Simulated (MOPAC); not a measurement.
Input file for MOPAC: PM6 on BFH2O (SMILES OBF), a point of a torsion scan.

```
PM6 1SCF PRECISE CHARGE=0 THREADS=1
BFH2O

O      0.93973124 1    -0.00548589 1    -0.37585699 1
B     -0.32455882 1     0.34765933 1    -0.23734342 1
F     -0.91249947 1     0.24707690 1     0.95703991 1
H      1.38521998 1    -0.32588388 1     0.41164046 1
H     -0.94471035 1     0.74841225 1    -1.14098383 1
```

The log:

```
*******************************************************************************
 **                                                                           **
 **                              MOPAC v23.2.5                                **
 **                                                                           **
 *******************************************************************************
 ** MOPAC's Digital Object Identifier: https://doi.org/10.5281/zenodo.6511958 **
 **                                                                           **
 ** Please cite the open-source release paper for use of this MOPAC version:  **
 ** J. E. Moussa and J. J. P. Stewart (2026)                                  **
 ** MOPAC: An open-source semiempirical molecular orbital program             **
 ** J. Open Source Softw., 11(119), 8025, https://doi.org/10.21105/joss.08025 **
 *******************************************************************************

                              PM6 CALCULATION RESULTS

 *******************************************************************************
 *  PM6        - The PM6 Hamiltonian to be used
 *
 *
 *
 *                 CHARGE ON SYSTEM = 0
 *
 *
 *
 *  PRECISE    - TIGHTER CRITERIA TO BE USED
 *  1SCF       - DO 1 SCF AND THEN STOP
 *  THREADS=1  - MULTI-THREADING NOT USED
 *  T=         - A TIME OF 172800.0 SECONDS REQUESTED
 *  DUMP=N     - RESTART FILE WRITTEN EVERY 7200.0 SECONDS REQUESTED
 *******************************************************************************
PM6 1SCF PRECISE CHARGE=0 THREADS=1
 BFH2O

   ATOM   CHEMICAL          X               Y               Z
  NUMBER   SYMBOL      (ANGSTROMS)     (ANGSTROMS)     (ANGSTROMS)

     1       O          0.93973124  *  -0.00548589  *  -0.37585699  *
     2       B         -0.32455882  *   0.34765933  *  -0.23734342  *
     3       F         -0.91249947  *   0.24707690  *   0.95703991  *
     4       H          1.38521998  *  -0.32588388  *   0.41164046  *
     5       H         -0.94471035  *   0.74841225  *  -1.14098383  *



          CARTESIAN COORDINATES

    NO.       ATOM           X           Y           Z

     1         O          0.9397     -0.0055     -0.3759
     2         B         -0.3246      0.3477     -0.2373
     3         F         -0.9125      0.2471      0.9570
     4         H          1.3852     -0.3259      0.4116
     5         H         -0.9447      0.7484     -1.1410

 General Reference for PM6:
 "Optimization of Parameters for Semiempirical Methods V: Modification of NDDO Approximations
 and Application to 70 Elements", J. J. P. Stewart, J. Mol. Mod., 13, 1173-1213 (2007)
 URL: https://link.springer.com/article/10.1007/s00894-007-0233-4

           Empirical Formula: H2 O B F  =     5 atoms



      MOLECULAR POINT GROUP   :   Cs


      RHF CALCULATION, NO. OF DOUBLY OCCUPIED LEVELS = 9


 -------------------------------------------------------------------------------
 PM6 1SCF PRECISE CHARGE=0 THREADS=1
 BFH2O



     1SCF WAS SPECIFIED, SO BFGS WAS NOT USED
     SCF FIELD WAS ACHIEVED


                              PM6 CALCULATION
                                                       MOPAC v23.2.5 Linux




          FINAL HEAT OF FORMATION =       -162.44589 KCAL/MOL =    -679.67361 KJ/MOL


          COSMO AREA              =         73.36 SQUARE ANGSTROMS
          COSMO VOLUME            =         54.92 CUBIC ANGSTROMS

          IONIZATION POTENTIAL    =         12.626458 EV
          HOMO LUMO ENERGIES (EV) =        -12.626  1.083
          NO. OF FILLED LEVELS    =          9
          MOLECULAR WEIGHT        =         47.8236         POINT GROUP:  Cs

          MOLECULAR DIMENSIONS (Angstroms)

            Atom       Atom       Distance
            H     5    H     4     2.99889
            F     3    O     1     2.13693
            H     4    B     2     0.00008


          SCF CALCULATIONS        =          1





   ATOM   CHEMICAL          X               Y               Z
  NUMBER   SYMBOL      (ANGSTROMS)     (ANGSTROMS)     (ANGSTROMS)

     1       O          0.93973124  *  -0.00548589  *  -0.37585699  *
     2       B         -0.32455882  *   0.34765933  *  -0.23734342  *
     3       F         -0.91249947  *   0.24707690  *   0.95703991  *
     4       H          1.38521998  *  -0.32588388  *   0.41164046  *
     5       H         -0.94471035  *   0.74841225  *  -1.14098383  *

                             CARTESIAN COORDINATES

   1    O        0.939731240    -0.005485890    -0.375856990
   2    B       -0.324558820     0.347659330    -0.237343420
   3    F       -0.912499470     0.247076900     0.957039910
   4    H        1.385219980    -0.325883880     0.411640460
   5    H       -0.944710350     0.748412250    -1.140983830


           Empirical Formula: H2 O B F  =     5 atoms



      MOLECULAR POINT GROUP   :   Cs


                  EIGENVALUES
 -40.69036 -31.42086 -20.78872 -17.88505 -16.54904 -16.10509 -13.80202 -13.75231
 -12.62646   1.08331   1.89152   3.45748   4.99522   5.51661


              NET ATOMIC CHARGES AND DIPOLE CONTRIBUTIONS

  ATOM NO.   TYPE          CHARGE      No. of ELECS.   s-Pop       p-Pop
    1          O          -0.485271        6.4853     1.69855     4.78672
    2          B           0.393835        2.6062     1.00190     1.60426
    3          F          -0.314240        7.3142     1.94964     5.36460
    4          H           0.337668        0.6623     0.66233
    5          H           0.068007        0.9320     0.93199
 DIPOLE           X         Y         Z       TOTAL
 POINT-CHG.     0.511     0.013    -0.722     0.885
 HYBRID         0.438    -0.322     0.807     0.973
 SUM            0.949    -0.309     0.084     1.002


          ATOMIC ORBITAL ELECTRON POPULATIONS

     Atom    s        px        py        pz
    1  O   1.69855   1.48792   1.73076   1.56804
    2  B   1.00190   0.59948   0.35208   0.65271
    3  F   1.94964   1.86015   1.92393   1.58052
    4  H   0.66233
    5  H   0.93199

 **********************
 *                    *
 * JOB ENDED NORMALLY *
 *                    *
 **********************




 == MOPAC DONE ==
```

The run finished.

Cost: roughly 0.04 core-seconds.
